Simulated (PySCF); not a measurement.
## Spin states of NaPb⁺

Unrestricted PBE0; basis Na cc-pVDZ, Pb cc-pVDZ-PP with ECP60; scalar-relativistic core potentials; PySCF 2.14. Outer shells of the fragments: Na+ closed shells only; Pb 5d10 6s2 6p2.

Followed along the bond (rough minima from three points):

```json
{"2Ms+1": "3", "unpaired": "σ ↑, π ↑", "⟨S²⟩ at the start": "2.00", "R at minimum (Å)": "3.45", "Te (eV)": "0.00"}
{"2Ms+1": "1", "unpaired": "none", "⟨S²⟩ at the start": "0.00", "R at minimum (Å)": "3.32", "Te (eV)": "0.26"}
{"2Ms+1": "1", "unpaired": "σ ↑, π ↓", "⟨S²⟩ at the start": "1.00", "R at minimum (Å)": "3.52", "Te (eV)": "0.26"}
{"2Ms+1": "3", "unpaired": "π ↑↑", "⟨S²⟩ at the start": "2.00", "R at minimum (Å)": "none in the scan", "Te (eV)": "≤ 0.84"}
{"2Ms+1": "1", "unpaired": "π ↑↓", "⟨S²⟩ at the start": "1.00", "R at minimum (Å)": "none in the scan", "Te (eV)": "≤ 1.14"}
```

Solutions found at the starting distance of 3.070 Å, counted from the lowest of them; the search is not exhaustive and high or unbound solutions are not listed, so other states can lie among these:

```json
{"2Ms+1": "3", "unpaired": "σ ↑, π ↑", "term": "³Π", "E (eV)": "0.00", "⟨S²⟩": "2.00", "⟨Lz²⟩": "1.00", "μ (D)": "-9.18"}
{"2Ms+1": "1", "unpaired": "none", "term": "¹Σ⁺", "E (eV)": "0.24", "⟨S²⟩": "0.00", "⟨Lz²⟩": "0.00", "μ (D)": "-7.78"}
{"2Ms+1": "1", "unpaired": "σ ↑, π ↓", "term": "mixed", "E (eV)": "0.29", "⟨S²⟩": "1.00", "⟨Lz²⟩": "1.00", "μ (D)": "-9.07"}
{"2Ms+1": "3", "unpaired": "π ↑↑", "term": "³Σ⁻", "E (eV)": "0.89", "⟨S²⟩": "2.00", "⟨Lz²⟩": "0.00", "μ (D)": "-10.54"}
{"2Ms+1": "1", "unpaired": "π ↑↓", "term": "mixed", "E (eV)": "1.19", "⟨S²⟩": "1.00", "⟨Lz²⟩": "2.01", "μ (D)": "-10.41"}
{"2Ms+1": "1", "unpaired": "none", "term": "mixed", "E (eV)": "1.95", "⟨S²⟩": "0.00", "⟨Lz²⟩": "2.00", "μ (D)": "-10.00"}
{"2Ms+1": "3", "unpaired": "σ ↑↑", "term": "³Σ⁺", "E (eV)": "3.30", "⟨S²⟩": "2.00", "⟨Lz²⟩": "0.00", "μ (D)": "0.56"}
{"2Ms+1": "3", "unpaired": "π ↑↑", "term": "mixed", "E (eV)": "5.37", "⟨S²⟩": "2.00", "⟨Lz²⟩": "2.00", "μ (D)": "0.12"}
{"2Ms+1": "3", "unpaired": "σ ↑, δ ↑", "term": "³Δ", "E (eV)": "8.57", "⟨S²⟩": "2.00", "⟨Lz²⟩": "4.00", "μ (D)": "1.32"}
{"2Ms+1": "1", "unpaired": "σ ↑, δ ↓", "term": "mixed", "E (eV)": "8.62", "⟨S²⟩": "1.00", "⟨Lz²⟩": "4.00", "μ (D)": "1.36"}
```

A term symbol is given only where ⟨S²⟩ and ⟨Lz²⟩ are close to those of a pure state; real π, δ and φ orbitals otherwise mix terms. A positive dipole points towards Pb; it is taken about the centre of mass and depends on that origin.

These are scalar-relativistic numbers at best; spin–orbit coupling would shift them, the dissociation energy most.
